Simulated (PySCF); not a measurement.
Calculation: PySCF with PBE0-D3(BJ)/def2-TZVP. Isolated molecules, 0 K electronic values unless said otherwise. 

Reference species (SMILES): `IB(I)I` (neutral, multiplicity 1).

dipole moment: 0.00 D

Changed species: `BI` (whole molecule; the reference has whole molecule).

Give the shifts of the dipole moment.

the dipole moment goes up by 0.39 D, to 0.39 D.
